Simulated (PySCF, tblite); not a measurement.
Isomers of C4H13FOSi2. Method: GFN2-xTB as coded in tblite; computed harmonic values from a numerical Hessian at the method's own geometry, unscaled. This tight-binding method is rough: wavenumbers can miss measured ones by several per cent, in bad cases by 10 to 20. Modes of hydrogen on silicon can be 10 to 20 % off. One conformer each.

Electronic energies: PBE0/pcSseg-1 single points on the GFN2-xTB geometries (PySCF, gas phase).

| SMILES | electronic energy, lowest = 0 (kJ/mol) |
| --- | --- |
| C[C@H](O)C[SiH2][SiH2]CF | 0.0 |
| OCC([SiH3])([SiH3])CCF | 43.5 |
| COC[Si@@H]([SiH3])CCF | 33.4 |

**Question.** How do GFN2-xTB zero-point energies change the relative energies?

**Answer.** 
```json
{"SMILES": "C[C@H](O)C[SiH2][SiH2]CF", "ZPE (kJ/mol)": "415.2", "of it from modes above 1550 cm⁻¹": "216.2", "electronic (kJ/mol)": "0.0", "with ZPE, lowest = 0 (kJ/mol)": "0.0", "lowest mode (cm⁻¹)": "23", "rings": "0"}
{"SMILES": "COC[Si@@H]([SiH3])CCF", "ZPE (kJ/mol)": "413.4", "of it from modes above 1550 cm⁻¹": "210.7", "electronic (kJ/mol)": "33.4", "with ZPE, lowest = 0 (kJ/mol)": "31.6", "lowest mode (cm⁻¹)": "38", "rings": "0"}
{"SMILES": "OCC([SiH3])([SiH3])CCF", "ZPE (kJ/mol)": "406.9", "of it from modes above 1550 cm⁻¹": "207.7", "electronic (kJ/mol)": "43.5", "with ZPE, lowest = 0 (kJ/mol)": "35.3", "lowest mode (cm⁻¹)": "67", "rings": "0"}
```

The zero-point energies span 8.3 kJ/mol, from `OCC([SiH3])([SiH3])CCF` to `C[C@H](O)C[SiH2][SiH2]CF`. The order is unchanged.

**Question.** And how do the electronic energies of GFN2-xTB itself compare?

**Answer.** `C[C@H](O)C[SiH2][SiH2]CF` 32.1; `COC[Si@@H]([SiH3])CCF` 52.1; `OCC([SiH3])([SiH3])CCF` 0.0 kJ/mol, lowest = 0. Against the energies above, taken from the same isomer `C[C@H](O)C[SiH2][SiH2]CF`, the largest difference is 75.6 kJ/mol.
